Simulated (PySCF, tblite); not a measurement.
Species: C8H16N2.
Cartesian coordinates in Å at the GFN2-xTB level; atoms count from 1:
```
atom  x, y, z in Å
C1     2.6658    1.2833   -0.9575
C2     1.5041    0.6810   -0.7261
N3     1.0600    0.1932    0.4840
C4     1.9864    0.0463    1.5844
N5    -0.0214   -0.6791    0.5032
C6     0.0259   -1.8746   -0.1816
C7     1.0886   -2.4072   -0.7749
C8    -1.2941   -0.0806    0.8415
C9    -1.9821    0.6320   -0.3297
C10   -3.3510    1.1645    0.0728
H11    3.4203    1.4144   -0.2042
H12    2.8851    1.6789   -1.9317
H13    0.7785    0.5680   -1.5204
H14    1.4535   -0.3970    2.4229
H15    2.8397   -0.5917    1.3295
H16    2.3575    1.0282    1.8798
H17   -0.9156   -2.4065   -0.1578
H18    1.0276   -3.3747   -1.2362
H19    2.0390   -1.9065   -0.8257
H20   -1.1148    0.6360    1.6482
H21   -1.9495   -0.8685    1.2237
H22   -1.3529    1.4586   -0.6650
H23   -2.0887   -0.0715   -1.1590
H24   -3.2567    1.8858    0.8816
H25   -3.8322    1.6561   -0.7691
H26   -3.9943    0.3543    0.4100
```

Computed with PBE0/pcSseg-1 in PySCF (dipole) on a GFN2-xTB geometry, gas phase.

Masses are those of the commonest isotopes; rigid-rotor values at the optimised geometry. The values belong to one conformer with, in the numbering `[CH2:1]=[CH:2][N:3]([CH3:4])[N:5]([CH:6]=[CH2:7])[CH2:8][CH2:9][CH3:10]`, C1–C2–N3–C4 -14°, C2–N3–N5–C6 59°, N3–N5–C6–C7 9°, N3–N5–C8–C9 81°, N5–C8–C9–C10 177°.

Q: Give the principal moments of inertia and the rotational constants in cm⁻¹.

A: Ia = 292.55, Ib = 589.09, Ic = 686.99 u·Å²; 505379 MHz·u·Å²/I gives 1727, 857.9 and 735.6 MHz, that is A = 0.05762, B = 0.02862, C = 0.02454 cm⁻¹.

Q: What kind of rotor is it?

A: An asymmetric top: κ = (2 × 857.9 − 1727 − 735.6)/(1727 − 735.6) = -0.75.

Q: What does the inertial defect say?

A: Not planar: Δ = Ic − Ia − Ib = -194.65 u·Å². For a rigid frame Δ = −2 Σ m c², so Σ m c² = 97.33 u·Å² lies off the ab plane: 27.19 from hydrogen and 70.14 from heavier atoms. The atom farthest from that plane is 2.42 Å away.

Q: Give the other two planar moments, Paa and Pbb, and the rms extents of the mass along the axes.

A: Paa = Σ m a² = (Ib + Ic − Ia)/2 = 491.77 and Pbb = Σ m b² = (Ia + Ic − Ib)/2 = 195.23 u·Å². With the mass M = 140.13 u, the rms extents √(P/M) along a, b and c are 1.87, 1.18, 0.83 Å.

Q: Which types of transition are allowed, and where do some lines up to J = 3 fall?

A: The dipole components are |μa| = 1.58 D, |μb| = 0.00 D, |μc| = 0.96 D. The squared components, which scale the intensities, stand as 1.00 : 0.00 : 0.37 (a : b : c). Some lines, for components of 0.1 D or more:

| type | branch | J(Ka,Kc) | MHz | lower level (cm⁻¹) |
| --- | --- | --- | --- | --- |
| a | Q | 2(1,1) ← 2(1,2) | 367 | 0.184 |
| c | Q | 3(1,3) ← 3(0,3) | 616 | 0.317 |
| a | Q | 3(1,2) ← 3(1,3) | 733 | 0.337 |
| a | R | 1(0,1) ← 0(0,0) | 1594 | 0.000 |
| a | R | 2(1,2) ← 1(1,1) | 3065 | 0.082 |
| a | R | 2(1,1) ← 1(1,0) | 3309 | 0.086 |
| c | R | 2(1,1) ← 1(0,1) | 4301 | 0.053 |
| a | R | 3(1,3) ← 2(1,2) | 4590 | 0.184 |
| a | R | 3(2,2) ← 2(2,1) | 4781 | 0.284 |
| c | R | 3(2,2) ← 2(1,2) | 7756 | 0.184 |

Q: Estimate the classical rotational partition function at 10 K, 25 K and 200 K.

A: Point group C1, symmetry number σ = 1; q = (√π/σ)·√((kT/h)³/(ABC)), k/h = 20836.6 MHz/K: 5110 at 10 K, 20200 at 25 K, 457000 at 200 K.

Its GFN2-xTB frequencies are all real (lowest 47 cm⁻¹). Constants of a rigid frame at the computed geometry: no zero-point averaging, no centrifugal distortion. A rigid rotor knows nothing of internal rotation, which can split or shift real lines. Quadrupole hyperfine structure (14N) is left out.
